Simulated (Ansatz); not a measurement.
Relaxation of Cl$_{2}$GaH$_{4}$NO (9 atoms, charge 0, multiplicity 1), to a largest force component of 0.03 eV/Å in at most 50 steps.

The calculation used Ansatz, RHF/def2-SVP.

```xyz
9
Properties=species:S:1:pos:R:3:forces:R:3
Ga -0.239 0.517 -0.570 -0.02 0.15 0.74
N -0.063 0.055 2.502 -0.15 0.94 -0.73
H -0.783 -0.244 3.135 -0.01 0.01 -0.01
H 0.823 -0.055 2.963 0.02 0.00 0.00
Cl 1.769 0.010 -1.075 -0.01 0.00 0.00
Cl -1.884 -0.593 -1.376 0.01 0.01 0.00
O -0.552 2.022 0.326 0.01 -0.09 -0.41
H -1.408 2.416 0.259 0.00 -0.01 0.00
H -0.200 1.053 2.291 0.16 -1.00 0.41
```

Task: Where does it end, and by what steps?

Result: The forces met the threshold. The force dipped under the threshold on the way, but the program's further checks kept it going. After 15 steps the energy has fallen by 1.057 eV; Cl6 moved furthest, 0.91 Å. Joined: Ga1–N2 (3.11 → 2.08 Å).

```json
{"step": "0", "energy less start (eV)": "0.0000", "largest force component (eV/Å)": "1.002", "accepted": "yes"}
{"step": "1", "energy less start (eV)": "-0.1999", "largest force component (eV/Å)": "0.733", "accepted": "yes"}
{"step": "2", "energy less start (eV)": "-0.4938", "largest force component (eV/Å)": "1.112", "accepted": "yes"}
{"step": "3", "energy less start (eV)": "-0.7740", "largest force component (eV/Å)": "1.232", "accepted": "yes"}
{"step": "4", "energy less start (eV)": "-0.9020", "largest force component (eV/Å)": "1.881", "accepted": "yes"}
{"step": "5", "energy less start (eV)": "-1.0054", "largest force component (eV/Å)": "0.569", "accepted": "yes"}
{"step": "6", "energy less start (eV)": "-1.0325", "largest force component (eV/Å)": "0.216", "accepted": "yes"}
{"step": "7", "energy less start (eV)": "-1.0358", "largest force component (eV/Å)": "0.189", "accepted": "yes"}
{"step": "8", "energy less start (eV)": "-1.0120", "largest force component (eV/Å)": "1.415", "accepted": "no"}
{"step": "9", "energy less start (eV)": "-1.0468", "largest force component (eV/Å)": "0.070", "accepted": "yes"}
{"step": "10", "energy less start (eV)": "-1.0527", "largest force component (eV/Å)": "0.096", "accepted": "yes"}
{"step": "11", "energy less start (eV)": "-1.0562", "largest force component (eV/Å)": "0.052", "accepted": "yes"}
{"step": "12", "energy less start (eV)": "-1.0570", "largest force component (eV/Å)": "0.007", "accepted": "yes"}
{"step": "13", "energy less start (eV)": "-1.0569", "largest force component (eV/Å)": "0.106", "accepted": "no"}
{"step": "14", "energy less start (eV)": "-1.0568", "largest force component (eV/Å)": "0.136", "accepted": "no"}
{"step": "15", "energy less start (eV)": "-1.0570", "largest force component (eV/Å)": "0.005", "accepted": "yes"}
```

```xyz
9
Properties=species:S:1:pos:R:3
Ga -0.312 0.539 0.105
N -0.084 0.123 2.125
H -0.729 -0.586 2.441
H 0.853 -0.174 2.351
Cl 1.681 0.146 -0.692
Cl -1.850 -0.881 -0.511
O -0.794 2.236 0.367
H -1.020 2.798 -0.355
H -0.280 0.980 2.622
```

Whether the end is a true minimum wasn't checked by a vibrational analysis.

The run took 35 s on 2 threads of Arm Neoverse V1, on a shared host, peak memory 0.27 GiB.
